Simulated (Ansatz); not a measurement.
Computed with Ansatz on PBE0-D4/def2-TZVP structures; ΔE is electronic, products minus reactants. CCSD(T)/CBS adds triple-zeta CCSD(T) − MP2 to the extrapolated MP2 energy (def2 sets, frozen cores). DFT in def2-TZVPP. For Se outer-core shells are correlated without core-valence functions, which leaves a few kJ/mol of doubt a bond. Scalar relativity is left out up to krypton. One conformer a species, not always the lowest.

`CC(=N)C[SeH]` + `O[SiH2]O` → `CC(=N)O[SiH2]O` + `C[SeH]`  (substitution at a C–C bond)

`CC(=N)C[SeH]`:

Cartesian coordinates in Å:
```
C 0.181 0.789 -1.048
C -0.213 -0.505 -0.404
N -0.343 -1.619 -0.997
C -0.484 -0.475 1.068
Se 1.139 -0.191 2.138
H 1.108 1.164 -0.608
H 0.326 0.670 -2.122
H -0.588 1.550 -0.879
H -0.136 -1.525 -1.991
H -1.191 0.308 1.342
H -0.875 -1.441 1.382
H 1.075 1.276 2.119
```

`O[SiH2]O`:

Cartesian coordinates in Å:
```
O 0.929 -0.352 1.057
Si -0.229 -0.351 -0.107
O -0.434 1.111 -0.826
H 1.835 -0.204 0.784
H 0.128 -1.250 -1.228
H -1.453 -0.780 0.609
H -0.776 1.827 -0.289
```

`CC(=N)O[SiH2]O`:

Cartesian coordinates in Å:
```
C 0.311 -1.798 -1.005
C 0.288 -0.538 -0.207
N 1.191 -0.080 0.559
O -0.851 0.148 -0.357
Si -0.953 1.687 0.325
O -0.694 1.678 1.935
H 1.236 -2.352 -0.853
H 0.198 -1.562 -2.066
H -0.539 -2.423 -0.722
H 2.008 -0.679 0.578
H -2.355 2.087 0.102
H -0.004 2.547 -0.420
H 0.165 1.284 2.132
```

`C[SeH]`:

Z-matrix (Å, degrees):
```
C
Se 1 1.949
H 1 1.088 2 110.6
H 1 1.087 2 110.6 3 -123.3
H 1 1.089 2 106.0 3 118.4
H 2 1.468 1 95.4 3 61.7
```

| level | ΔE (kcal/mol) | difference from CCSD(T)/CBS |
| --- | --- | --- |
| PBE-D4 | -6.4 | -2.5 |
| r2SCAN-D4 | -7.5 | -3.6 |
| ωB97X-V | -7.1 | -3.2 |
| ωB97M-V | -6.5 | -2.6 |
| B2PLYP | -5.9 | -2.0 |
| PBE | -6.6 | -2.7 |
| MP2/def2-TZVPP | -3.7 | 0.2 |
| SCS-MP2/def2-TZVPP | -4.1 | -0.2 |
| HF/def2-QZVPP | -7.8 | -3.9 |
| SCS-MP2/def2-QZVPP | -3.6 | 0.3 |
| CCSD(T)/CBS | -3.9 | 0 |

Largest T1 diagnostic among the species: 0.013.

In def2-TZVPP, CCSD(T) changes the Hartree–Fock value by +3.0 kcal/mol (the triples alone add +0.0 kcal/mol) and MP2 by +4.1 kcal/mol.
